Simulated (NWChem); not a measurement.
Molecule: MgNH2F; SMILES [NH2][Mg][F]

```xyz
5

Mg    -0.1398     0.3130    -0.0003
F      0.2326     2.0166    -0.0004
N     -0.5432    -1.5296    -0.0001
H     -0.6598    -2.1155    -0.8193
H     -0.6803    -2.1110     0.8191
```
Atoms are numbered in this order, from 1.

Program: NWChem. Geometry optimised at B3LYP/6-31G*; all other runs use it. Pople sets run with spherical d functions. Vzz has the sign of the potential's second derivative.

```json
[
 {"quantity": "anisotropy (bohr³) at 589 nm", "level": "B3LYP/STO-3G", "value": "(withheld)"},
 {"quantity": "dipole (D)", "level": "MPW1K/def2-SVP", "value": "2.32"},
 {"quantity": "vertical, lowest excitation, singlet (eV)", "level": "BHandHLYP/6-31+G*, TDA", "value": "4.28"},
 {"quantity": "Vzz Mg1 (a.u.)", "level": "PBE/def2-SVP", "value": "(withheld)"},
 {"quantity": "highest harmonic frequency (cm⁻¹)", "level": "B3LYP/6-31G*", "value": "3629"}
]
```

Task: Some entries are withheld; supply them.

Result: 
- anisotropy (bohr³) at 589 nm, value: 17.3
- Vzz Mg1 (a.u.), value: -0.989
